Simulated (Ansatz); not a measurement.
Consider the ligand exchange at the Si–C bond: `F/C=C/[SiH3]` + `N[SiH](N)O` → `N[SiH](N)O[SiH3]` + `C=CF`.

Program: Ansatz. Geometries: PBE0-D4/def2-TZVP. ΔE: electronic, gas phase. CCSD(T)/CBS is the MP2 limit (def2-TZVPP, def2-QZVPP) plus CCSD(T) − MP2 in def2-TZVPP, frozen cores. DFT in def2-TZVPP. B3LYP here is the variant with VWN-RPA as its local correlation; programs differ in this. Each species was taken in one conformer, which may not be the lowest.

`F/C=C/[SiH3]`:

```xyz
9

F    -1.197    2.171    1.150
C    -0.587    1.324    0.317
C    -0.276    0.085    0.657
Si    0.572   -1.050   -0.536
H    -0.391    1.788   -0.645
H    -0.536   -0.242    1.661
H     1.882   -1.501    0.003
H    -0.256   -2.257   -0.796
H     0.790   -0.319   -1.812
```

`N[SiH](N)O`:

```xyz
10

N    -0.256   -1.416   -0.230
Si   -0.153    0.153    0.451
N     1.274    0.817   -0.207
O    -1.597    0.889    0.153
H    -1.093   -1.962   -0.107
H     0.563   -2.003   -0.254
H    -0.030    0.290    1.922
H     1.486    0.745   -1.188
H     1.712    1.618    0.215
H    -1.905    0.868   -0.755
```

`N[SiH](N)O[SiH3]`:

Z-matrix (Å, degrees):
```
Si
N 1 1.701
O 1 1.643 2 117.5
N 1 1.709 2 106.0 3 117.4
H 1 1.482 2 105.9 3 -116.0
H 2 1.007 1 121.7 3 -69.2
H 2 1.006 1 121.1 3 83.6
Si 3 1.633 1 139.6 2 65.1
H 4 1.007 1 120.5 2 -165.2
H 4 1.007 1 120.1 2 48.4
H 8 1.488 3 110.6 1 80.3
H 8 1.488 3 111.1 1 -40.3
H 8 1.484 3 108.5 1 -160.3
```

`C=CF`:

Cartesian coordinates in Å:
```
C -0.157 -0.427 0.534
C 0.207 0.362 -0.456
F -0.681 1.008 -1.218
H -1.199 -0.587 0.777
H 0.603 -0.925 1.119
H 1.227 0.570 -0.756
```

```csv
level,ΔE (kJ/mol),difference from CCSD(T)/CBS
PBE-D4,-82.5,14.8
r2SCAN-D4,-94.0,3.3
PBE0-D4,-88.7,8.6
B3LYP-D4,-100.6,-3.3
ωB97X-V,-96.1,1.2
ωB97M-V,-95.7,1.6
B2PLYP,-98.3,-1.0
PBE,-80.1,17.2
r2SCAN,-93.0,4.3
PBE0,-86.2,11.1
B3LYP,-97.0,0.3
HF/def2-TZVPP,-115.6,-18.3
MP2/def2-TZVPP,-96.5,0.8
SCS-MP2/def2-TZVPP,-100.8,-3.5
CCSD/def2-TZVPP,-100.0,-2.7
CCSD(T)/def2-TZVPP,-96.9,0.4
HF/def2-QZVPP,-117.5,-20.2
MP2/def2-QZVPP,-97.4,-0.1
SCS-MP2/def2-QZVPP,-101.6,-4.3
HF/CBS(def2),-117.7,-20.4
MP2/CBS(def2),-96.9,0.4
CCSD/CBS(def2),-100.4,-3.1
CCSD(T)/CBS,-97.3,0
```

Largest T1 diagnostic among the species: 0.012.

The D4 term adds −3.7 kJ/mol with B3LYP and −2.4 kJ/mol with PBE0; it sums over pairs of atoms, weighted by their polarisabilities, and B3LYP, whose exchange is more repulsive, gets the larger term. From PBE to PBE0 (25 % exact exchange), in def2-TZVPP and without D4, ΔE moves by −6.1 kJ/mol.
